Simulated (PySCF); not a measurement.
# NdS at r²SCAN

Computed with r²SCAN; basis Nd x2c-TZVPall, S x2c-TZVPall; spin-free X2C with a Gaussian nucleus; PySCF 2.14.

| Item | Value |
| --- | --- |
| state | quintet, about 3.8 electrons in the 4f shell (Mulliken), real f orbitals that mix terms |
| bond length | 2.379 Å |
| harmonic wavenumber | 404 cm⁻¹ |
| force constant | 2.51 mdyn/Å |
| rotational constant Be | 0.1141 cm⁻¹ |
| anharmonicity ωexe | 0.876 cm⁻¹ |
| vibration–rotation constant αe | 0.000345 cm⁻¹ |
| well depth De to Nd (4f4 6s2) + S | 5.37 eV |
| dissociation energy D0 | 5.34 eV |
| bond order (Mayer) | 2.19 |
| dipole moment (positive dipole means Nd(−)S(+)) | -7.21 D |

These are scalar-relativistic numbers at best; spin–orbit coupling would shift them, the dissociation energy most. With d or f electrons several states lie close, and the lowest PBE0 determinant need not be the measured ground state.
